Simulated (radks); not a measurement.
Valence configurations of Ag (all share [Kr]). Method: scalar-relativistic Kohn-Sham, BLYP, spin-polarised, spherical densities, point nucleus; open shells are filled with parallel spins first (spin-orbit coupling, left out, can overturn this in heavy ions); computed with a radial shooting solver on a logarithmic mesh with Libxc functionals. Energies are relative to 4d10 5s1; eigenvalues in eV for spin up.

valence           E (eV)  moment (Bohr magnetons)    e(4d)   e(5p)   e(5s)
4d10 5s1           0.000                        1   -7.373       -  -4.677
4d10 5p1           3.949                        1   -9.236  -1.804       -
4d9 5s1 5p1        7.843                        3  -12.560  -2.285  -7.078
4d9 5s2            3.886                        1  -10.868       -  -5.612
4d8 5s1 5p2       18.689                        5  -17.574  -3.445  -9.097
4d10 5s0.5 5p0.5   1.934                        1   -8.369  -1.398  -5.350
4d9 5s1.5 5p0.5    5.925                        2  -11.795  -1.821  -6.417
4d9.5 5s0.5 5p1    5.734                        2  -10.859  -2.040  -6.495
4d8.5 5s1 5p1.5   12.893                        4  -15.070  -2.879  -8.115
4d9.5 5s1.5        1.731                        1   -9.086       -  -5.152

NIST lists [Kr] 4d10 5s1 as the ground configuration; this level of theory agrees among the configurations tried. The energies are those of spherical high-spin densities, not of single terms.
